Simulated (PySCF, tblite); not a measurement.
Species: C5H6ClFO.
Cartesian coordinates in Å at the GFN2-xTB level; atoms count from 1:
```
atom  x, y, z in Å
C1    -1.532    0.357   -0.567
C2    -0.583    0.224    0.586
F3    -0.959    1.006    1.644
C4     0.123   -1.029    0.936
C5     0.935    0.150    0.417
C6     1.505    0.058   -0.924
O7     1.129   -0.603   -1.839
Cl8    2.926    1.096   -1.111
H9    -1.608    1.401   -0.868
H10   -1.186   -0.235   -1.408
H11   -2.518    0.010   -0.266
H12    0.012   -1.867    0.265
H13    0.244   -1.286    1.977
H14    1.511    0.717    1.135
```

Jobs on this species (14 atoms, 70 electrons) with PySCF (density fitting) and tblite. Hardware of each: an Arm Neoverse N1 with one thread, on a shared host. Other jobs ran on the host; a repeat could differ by tens of per cent or more.

```
level and settings                                                                                                work  basis functions  SCF cycles  wall time
     PBE0/pcSseg-1  shieldings, ring-centre shieldings, charges and field gradients, density and orbital grids written              173           ?          ?
          GFN2-xTB                                                                                   L-BFGS relaxation                –           –     0.77 s
          GFN2-xTB                                                                       Hessian by finite differences                –           –     0.68 s
```

Question: Fill in the missing figures.

Answer: 
- PBE0/pcSseg-1; shieldings, ring-centre shieldings, charges and field gradients, density and orbital grids written: 49 s, 14 SCF cycles

Question: What do all jobs in the table cost together?

Answer: About 50 s; the longest takes about 97 % of that, and about 72 times as long as the shortest.
